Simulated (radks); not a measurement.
Results of a calculation; reference values are marked as such.
Effect of the nuclear size on neutral thallium, [Hg] 6p1. Code: a radial shooting solver on a logarithmic mesh with Libxc functionals. Model: Dirac Kohn-Sham, BLYP, spin-unpolarised, spherical densities, finite nucleus; open shells fill j = l - 1/2 first; Fermi nuclear charge, rms radius 5.4759 fm. The rms radius is varied about that value; shifts are against it.

rms radius (fm),total energy shift (eV),density at nucleus (e/bohr^3),1s1/2 shift (meV),2s1/2 shift (meV),4p1/2 shift (meV),5s1/2 shift (meV),5p1/2 shift (meV),6s1/2 shift (meV),6p1/2 shift (meV)
4.5286,-38.0,2.735e+06,-15200,-2280,-2.55,-26.6,0.572,-2.22,0.372
5.2295,-10.3,2.574e+06,-4100,-617,-0.693,-7.19,0.154,-0.600,0.101
5.4759,0,2.524e+06,0.000,0.000,0.000,0.000,0.000,0.000,0.000
5.673,8.42,2.486e+06,3360,506,0.570,5.89,-0.126,0.491,-0.082
6.1823,31.0,2.397e+06,12400,1860,2.11,21.6,-0.460,1.81,-0.303

Slopes of the eigenvalues against <r^2> in GHz/fm^2, as finite differences over the two radii next to the reference (eigenvalue slopes, not the field-shift constants of lines): 1s1/2 373000, 2s1/2 56200, 4p1/2 63.2, 5s1/2 654, 5p1/2 -14.0, 6s1/2 54.6, 6p1/2 -9.16.
